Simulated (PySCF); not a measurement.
Isomers of C5H10OSi.

All values: CAM-B3LYP/def2-SVPD (PySCF) at GFN2-xTB geometries, gas phase, one conformer each. Core orbitals are frozen in the response; Δα² is half the sum of the squared differences of the principal polarisabilities.

**Question.** Rank by HOMO energy, lowest first.
A. `[CH:1]#[C:2][CH2:3][CH2:4][Si@H:5]([CH3:6])[OH:7]` with C2–C3–C4–Si5 61°, C3–C4–Si5–C6 57°, C4–Si5–O7–H 39°
B. `[CH2:1]=[CH:2][C@H:3]1[CH2:4][Si@@H:5]([OH:6])[CH2:7]1` with C1–C2–C3–C4 124°, C4–Si5–O6–H 46°, C2–C3–C4–Si5 132°, C3–C4–Si5–O6 -126°, C4–Si5–C7–C3 9°, C2–C3–C7–Si5 -132°
C. `[CH2:1]=[CH:2][CH2:3]/[CH:4]=[CH:5]/[O:6][SiH3:7]` with C1–C2–C3–C4 126°, C2–C3–C4–C5 -22°, C4–C5–O6–Si7 -2°
D. `[CH3:1][SiH:2]([CH3:3])/[CH:4]=[CH:5]\[CH:6]=[O:7]` with C1–Si2–C4–C5 175°, C4–C5–C6–O7 1°
E. `[CH3:1]/[CH:2]=[CH:3]\[CH:4]=[CH:5]/[O:6][SiH3:7]` with C2–C3–C4–C5 180°, C4–C5–O6–Si7 180°
F. `C[C@@H]1OC=C[Si@H]1C`

**Answer.** A (-9.23 eV), D (-9.01 eV), B (-8.60 eV), C (-8.03 eV), F (-7.85 eV), E (-7.19 eV).

**Question.** Rank by polarisability anisotropy Δα, lowest first.
A. `[CH2:1]=[CH:2][CH2:3]/[CH:4]=[CH:5]/[O:6][SiH3:7]` with C1–C2–C3–C4 126°, C2–C3–C4–C5 -22°, C4–C5–O6–Si7 -2°
B. `C[C@@H]1OC=C[Si@H]1C`
C. `[CH2:1]=[C:2]([O:3][SiH3:4])[CH:5]1[CH2:6][CH2:7]1` with C1–C2–O3–Si4 0°, C1–C2–C5–C6 35°
D. `[CH:1]#[C:2][CH2:3][CH2:4][Si@H:5]([CH3:6])[OH:7]` with C2–C3–C4–Si5 61°, C3–C4–Si5–C6 57°, C4–Si5–O7–H 39°
E. `[CH3:1]/[CH:2]=[CH:3]\[CH:4]=[CH:5]/[O:6][SiH3:7]` with C2–C3–C4–C5 180°, C4–C5–O6–Si7 180°
F. `[CH3:1][SiH:2]([CH3:3])/[CH:4]=[CH:5]\[CH:6]=[O:7]` with C1–Si2–C4–C5 175°, C4–C5–C6–O7 1°

**Answer.** D (2.59 Å³), B (3.18 Å³), C (3.50 Å³), F (4.89 Å³), A (5.78 Å³), E (11.65 Å³).

**Question.** Rank by HOMO–LUMO gap, lowest first.
A. `[CH:1]#[C:2][CH2:3][CH2:4][Si@H:5]([CH3:6])[OH:7]` with C2–C3–C4–Si5 61°, C3–C4–Si5–C6 57°, C4–Si5–O7–H 39°
B. `[CH3:1][SiH:2]([CH3:3])/[CH:4]=[CH:5]\[CH:6]=[O:7]` with C1–Si2–C4–C5 175°, C4–C5–C6–O7 1°
C. `[CH2:1]=[CH:2][C@H:3]1[CH2:4][Si@@H:5]([OH:6])[CH2:7]1` with C1–C2–C3–C4 124°, C4–Si5–O6–H 46°, C2–C3–C4–Si5 132°, C3–C4–Si5–O6 -126°, C4–Si5–C7–C3 9°, C2–C3–C7–Si5 -132°
D. `[CH2:1]=[CH:2][CH2:3]/[CH:4]=[CH:5]/[O:6][SiH3:7]` with C1–C2–C3–C4 126°, C2–C3–C4–C5 -22°, C4–C5–O6–Si7 -2°
E. `[CH2:1]=[C:2]([O:3][SiH3:4])[CH:5]1[CH2:6][CH2:7]1` with C1–C2–O3–Si4 0°, C1–C2–C5–C6 35°

**Answer.** B (7.83 eV), E (9.07 eV), D (9.21 eV), C (9.41 eV), A (10.27 eV).

All values together:

```
                SMILES  μ (D)  HOMO (eV)  LUMO (eV)  α (Å³)  Δα (Å³)
C=C[C@H]1C[Si@@H](O)C1   1.06      -8.60       0.81   12.90     5.82
  C[C@@H]1OC=C[Si@H]1C   1.04      -7.85       1.23   12.79     3.18
      C=CC/C=C/O[SiH3]   0.84      -8.03       1.18   13.41     5.78
     C[SiH](C)/C=C\C=O   2.46      -9.01      -1.18   13.15     4.89
     C=C(O[SiH3])C1CC1   0.35      -7.89       1.18   12.75     3.50
     C/C=C\C=C/O[SiH3]   0.89      -7.19       0.61   14.90    11.65
       C#CCC[Si@H](C)O   2.08      -9.23       1.04   12.53     2.59
```

Conformers: `[CH2:1]=[CH:2][C@H:3]1[CH2:4][Si@@H:5]([OH:6])[CH2:7]1` with C1–C2–C3–C4 124°, C4–Si5–O6–H 46°, C2–C3–C4–Si5 132°, C3–C4–Si5–O6 -126°, C4–Si5–C7–C3 9°, C2–C3–C7–Si5 -132°; `[CH2:1]=[CH:2][CH2:3]/[CH:4]=[CH:5]/[O:6][SiH3:7]` with C1–C2–C3–C4 126°, C2–C3–C4–C5 -22°, C4–C5–O6–Si7 -2°; `[CH3:1][SiH:2]([CH3:3])/[CH:4]=[CH:5]\[CH:6]=[O:7]` with C1–Si2–C4–C5 175°, C4–C5–C6–O7 1°; `[CH2:1]=[C:2]([O:3][SiH3:4])[CH:5]1[CH2:6][CH2:7]1` with C1–C2–O3–Si4 0°, C1–C2–C5–C6 35°; `[CH3:1]/[CH:2]=[CH:3]\[CH:4]=[CH:5]/[O:6][SiH3:7]` with C2–C3–C4–C5 180°, C4–C5–O6–Si7 180°; `[CH:1]#[C:2][CH2:3][CH2:4][Si@H:5]([CH3:6])[OH:7]` with C2–C3–C4–Si5 61°, C3–C4–Si5–C6 57°, C4–Si5–O7–H 39°.
